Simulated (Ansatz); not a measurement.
`CC(=O)C=O` + `O[SiH2]S` → `CO[SiH2]S` + `O=CC=O`  (substitution at a C–C bond)

Calculated with Ansatz (gas phase, PBE0-D4/def2-TZVP geometries, no zero-point term in ΔE). CBS: MP2 limit from def2 TZ/QZ plus the TZ coupled-cluster correction, frozen cores. This one scheme is used for every species. Functionals use def2-TZVPP. One conformer a species, not always the lowest.

`CC(=O)C=O`:

```xyz
9

C    -0.268    1.082   -0.345
C     0.614   -0.041    0.086
O     1.810    0.021    0.212
C    -0.059   -1.380    0.392
O    -1.240   -1.557    0.305
H    -0.820    0.794   -1.244
H     0.327    1.974   -0.531
H    -1.021    1.276    0.423
H     0.656   -2.168    0.702
```

`O[SiH2]S`:

```xyz
7

O    -1.063   -0.816   -0.680
Si    0.414   -0.244   -0.247
S     0.351    1.107    1.403
H    -1.608   -1.192    0.014
H     1.323   -1.314    0.233
H     0.930    0.410   -1.468
H    -0.347    2.048    0.745
```

`CO[SiH2]S`:

Z-matrix (Å, degrees):
```
C
O 1 1.410
H 1 1.091 2 108.1
H 1 1.096 2 111.7 3 119.3
H 1 1.095 2 111.3 3 -119.1
Si 2 1.639 1 122.6 3 -170.3
S 6 2.120 2 109.8 1 171.1
H 6 1.488 2 108.6 1 49.0
H 6 1.485 2 111.9 1 -72.6
H 7 1.344 6 94.3 2 -69.2
```

`O=CC=O`:

Cartesian coordinates in Å:
```
O 0.437 -1.058 -1.284
C 0.571 -0.202 -0.459
C -0.571 0.202 0.458
O -0.437 1.058 1.284
H 1.515 0.355 -0.297
H -1.515 -0.355 0.297
```

| level | ΔE (kJ/mol) | difference from CCSD(T)/CBS |
| --- | --- | --- |
| B97M-V | 99.9 | 0.7 |
| r2SCANh-D4 | 103.4 | 4.2 |
| ωB97M-V | 99.1 | -0.1 |
| r2SCAN0 | 103.8 | 4.6 |
| BHLYP | 94.1 | -5.1 |
| HF/def2-SVP | 83.1 | -16.1 |
| CCSD(T)/def2-SVP | 88.1 | -11.1 |
| SCS-MP2/def2-TZVPP | 94.9 | -4.3 |
| SCS-MP2/def2-QZVPP | 96.5 | -2.7 |
| CCSD/CBS(def2) | 98.0 | -1.2 |
| CCSD(T)/CBS | 99.2 | 0 |

Largest T1 diagnostic among the species: 0.016.

Leaving LDA and LC-ωPBE aside and taking each functional with its dispersion term where it has one, the values, not all of them listed here, spread over 12.2 kJ/mol, from BLYP-D4 to r2SCAN0-D4. LDA lies +10.1 kJ/mol from PBE without D4. In def2-TZVPP, CCSD(T) changes the Hartree–Fock value by +8.8 kJ/mol (the triples alone add +1.2 kJ/mol) and MP2 by +14.9 kJ/mol. At CCSD(T), def2-SVP lies −11.1 kJ/mol from the extrapolated value and def2-TZVPP −2.9 kJ/mol.
